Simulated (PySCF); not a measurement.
O4Ru (SMILES [O]=[Ru](=[O])(=[O])=[O]), singlet, at a GFN2-xTB geometry (such geometries of metal compounds can be far from the true shape) (core potentials on Ru); PySCF with R2SCAN/def2-SVP.

PySCF was given this input:
```python
from pyscf import gto, scf, dft

mol = gto.Mole()
mol.atom = '''
    Ru   -0.000000    0.000000   -0.000000
    O     1.117196    0.661448   -0.941595
    O     0.712481   -0.831854    1.171594
    O    -0.919332   -0.983825   -0.871298
    O    -0.910345    1.154231    0.641299
'''
mol.basis = 'def2-svp'
mol.ecp = {'Ru': 'def2-svp'}
mol.charge = 0
mol.spin = 0
mol.verbose = 4
mol.build()

mf = dft.RKS(mol)
mf.xc = 'r2scan'
mf.kernel()
mf.analyze()
```

What the program printed (banner, timings and long lists left out):

```
PySCF version 2.14.0

[INPUT] verbose = 4
[INPUT] num. atoms = 5
[INPUT] num. electrons = 48
[INPUT] charge = 0
[INPUT] spin (= nelec alpha-beta = 2S) = 0
[INPUT] symmetry False subgroup None
[INPUT] Mole.unit = angstrom
[INPUT] Symbol           X                Y                Z      unit          X                Y                Z       unit  Magmom
[INPUT]  1 Ru     0.000000000000   0.000000000000   0.000000000000 AA    0.000000000000   0.000000000000   0.000000000000 Bohr   0.0
[INPUT]  2 O      1.117196000000   0.661448000000  -0.941595000000 AA    2.111194467460   1.249955565641  -1.779356670260 Bohr   0.0
[INPUT]  3 O      0.712481000000  -0.831854000000   1.171594000000 AA    1.346393958956  -1.571976235624   2.213991789184 Bohr   0.0
[INPUT]  4 O     -0.919332000000  -0.983825000000  -0.871298000000 AA   -1.737285697549  -1.859159804500  -1.646514592881 Bohr   0.0
[INPUT]  5 O     -0.910345000000   1.154231000000   0.641299000000 AA   -1.720302728867   2.181180474483   1.211879473957 Bohr   0.0

nuclear repulsion = 246.520811829602
number of shells = 35
number of NR pGTOs = 153
number of NR cGTOs = 87
basis = def2-svp
ecp = {'Ru': 'def2-svp'}

******** <class 'pyscf.dft.rks.RKS'> ********
method = RKS
initial guess = minao
damping factor = 0
level_shift factor = 0
DIIS = <class 'pyscf.scf.diis.CDIIS'>
diis_start_cycle = 1
diis_space = 8
diis_damp = 0
SCF conv_tol = 1e-09
SCF conv_tol_grad = None
SCF max_cycles = 50
direct_scf = True
direct_scf_tol = 1e-13
XC library pyscf.dft.libxc version 7.1.2
    S. Lehtola, C. Steigemann, M. J. T. Oliveira, and M. A. L. Marques,  SoftwareX 7, 1–5 (2018)
XC functionals = r2scan
    J. W. Furness, A. D. Kaplan, J. Ning, J. P. Perdew, and J. Sun,  J. Phys. Chem. Lett. 11, 8208–8215 (2020)
    J. W. Furness, A. D. Kaplan, J. Ning, J. P. Perdew, and J. Sun,  J. Phys. Chem. Lett. 11, 9248–9248 (2020)
    J. W. Furness, A. D. Kaplan, J. Ning, J. P. Perdew, and J. Sun,  J. Phys. Chem. Lett. 11, 8208–8215 (2020)
    J. W. Furness, A. D. Kaplan, J. Ning, J. P. Perdew, and J. Sun,  J. Phys. Chem. Lett. 11, 9248–9248 (2020)
radial grids:
    Treutler-Ahlrichs [JCP 102, 346 (1995); DOI:10.1063/1.469408] (M4) radial grids

becke partition: Becke, JCP 88, 2547 (1988); DOI:10.1063/1.454033
pruning grids: <function nwchem_prune>
grids dens level: 3
symmetrized grids: False
atomic radii adjust function: <function treutler_atomic_radii_adjust>
small_rho_cutoff = 0
Set gradient conv threshold to 3.16228e-05
Initial guess from minao.
tot grids = 78504
init E= -386.729896817477
  HOMO = -0.703869707163707  LUMO = -0.501016377908182  gap/eV = 5.51992
cycle= 1 E= -394.937112229347  delta_E= -8.21  |g|= 1.64  |ddm|= 3.83
  HOMO = -0.221597400692252  LUMO = -0.170562986676001  gap/eV = 1.38872
cycle= 2 E= -391.652276160783  delta_E= 3.28  |g|= 4.18  |ddm|= 3.91
  HOMO = -0.297933905019265  LUMO = -0.10961059195227  gap/eV = 5.12454
cycle= 3 E= -395.292100970718  delta_E= -3.64  |g|= 0.722  |ddm|= 3.65
  HOMO = -0.356758158508939  LUMO = -0.196970729664084  gap/eV = 4.34804
cycle= 4 E= -395.395353373242  delta_E= -0.103  |g|= 0.0958  |ddm|= 0.609
  HOMO = -0.344662717740638  LUMO = -0.185979897469588  gap/eV = 4.31798
cycle= 5 E= -395.396940464816  delta_E= -0.00159  |g|= 0.0117  |ddm|= 0.0655
  HOMO = -0.344623212787014  LUMO = -0.186257501317944  gap/eV = 4.30935
cycle= 6 E= -395.396959508523  delta_E= -1.9e-05  |g|= 0.00533  |ddm|= 0.00698
  HOMO = -0.344673133900063  LUMO = -0.18628328153996  gap/eV = 4.31001
cycle= 7 E= -395.396963668273  delta_E= -4.16e-06  |g|= 0.00279  |ddm|= 0.00469
  HOMO = -0.344716225800131  LUMO = -0.1863464617914  gap/eV = 4.30946
cycle= 8 E= -395.396965176885  delta_E= -1.51e-06  |g|= 0.000312  |ddm|= 0.00174
  HOMO = -0.344715352347646  LUMO = -0.18635466137324  gap/eV = 4.30921
cycle= 9 E= -395.396965194233  delta_E= -1.73e-08  |g|= 2.12e-05  |ddm|= 0.000185
  HOMO = -0.344714527124072  LUMO = -0.186354770982916  gap/eV = 4.30919
cycle= 10 E= -395.396965194193  delta_E= 4e-11  |g|= 2.49e-05  |ddm|= 2.69e-05
  HOMO = -0.344713207716707  LUMO = -0.186355332320889  gap/eV = 4.30914
Extra cycle  E= -395.396965190552  delta_E= 3.64e-09  |g|= 0.000136  |ddm|= 0.000108
converged SCF energy = -395.396965190552
**** SCF Summaries ****
Total Energy =                        -395.396965190551555
Nuclear Repulsion Energy =             246.520811829601570
One-electron Energy =                -1065.793577300119750
Two-electron Energy =                  423.875800279966654
Two-electron Coulomb Energy =          468.114885473382458
DFT Exchange-Correlation Energy =      -44.239085193415782
HOMO-LUMO gap [eV] =                     4.309137276702660
**** MO energy ****
MO #1   energy= -19.0487506473094  occ= 2
MO #2   energy= -19.0487252794461  occ= 2
MO #3   energy= -19.04871132932    occ= 2
MO #4   energy= -19.048703788028   occ= 2
MO #5   energy= -3.23880999016306  occ= 2
MO #6   energy= -2.09184231774452  occ= 2
MO #7   energy= -2.0918408700913   occ= 2
MO #8   energy= -2.09183924458835  occ= 2
MO #9   energy= -0.973473222068437 occ= 2
MO #10  energy= -0.96353842571505  occ= 2
MO #11  energy= -0.963533658278957 occ= 2
MO #12  energy= -0.963528841382613 occ= 2
MO #13  energy= -0.543363151333485 occ= 2
MO #14  energy= -0.543361863705333 occ= 2
MO #15  energy= -0.528712864891505 occ= 2
MO #16  energy= -0.528710655631236 occ= 2
MO #17  energy= -0.528708693104777 occ= 2
MO #18  energy= -0.398870176328831 occ= 2
MO #19  energy= -0.368787311424555 occ= 2
MO #20  energy= -0.368787001477014 occ= 2
MO #21  energy= -0.368785858652049 occ= 2
MO #22  energy= -0.344717485914766 occ= 2
MO #23  energy= -0.344715634125804 occ= 2
MO #24  energy= -0.344713207716707 occ= 2
MO #25  energy= -0.186355332320889 occ= 0
MO #26  energy= -0.186354829915789 occ= 0
MO #27  energy= -0.0854815511849125 occ= 0
MO #28  energy= -0.0854807157310349 occ= 0
MO #29  energy= -0.0854780248273522 occ= 0
MO #30  energy= 0.0127520969404173 occ= 0
MO #31  energy= 0.0819466589370493 occ= 0
MO #32  energy= 0.0819504343967355 occ= 0
Dipole moment(X, Y, Z, Debye):  0.00020,  0.00090, -0.00022
```
